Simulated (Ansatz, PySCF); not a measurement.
Dimer: NH3 (SMILES N) (first 4 atoms) with C2H6 (SMILES CC); geometry from B3LYP-D3(BJ)/def2-TZVP.
(charge 0, multiplicity 1):
```xyz
12

N     -0.08577    -0.02006    -0.20176
H     -0.22693     0.47508    -1.07475
H      0.39151     0.61087     0.43176
H      0.54494    -0.79115    -0.38904
C     -0.60119    -0.60830     3.35713
C      0.46613     0.48277     3.34865
H     -0.93886    -0.83025     2.34397
H     -1.47170    -0.30193     3.94078
H     -0.21845    -1.53140     3.79774
H      1.34493     0.17453     2.77693
H      0.80454     0.72422     4.35839
H      0.08504     1.40434     2.90269
```

Monomers are frozen at their geometry in the pair; levels with a basis set take the counterpoise correction. Rows marked so take none.

Rows in 6-311+G** carry no dispersion term and start afresh at each structure.

Run with Ansatz (a program for electronic structure) with Gaussian orbitals; PySCF for 6-311+G** rows, the dispersion terms. Each number belongs to the level named beside it.

Question: One of these levels gives -0.90 kcal/mol for the interaction energy. Name it.
A) B3LYP/6-311+G** (no counterpoise)
B) PBE-D4/def2-TZVPPD
C) BLYP-D3(BJ)/def2-TZVPPD

Answer: C, BLYP-D3(BJ)/def2-TZVPPD. The others give -1.26 (PBE-D4/def2-TZVPPD), 0.02 (B3LYP/6-311+G** (no counterpoise))
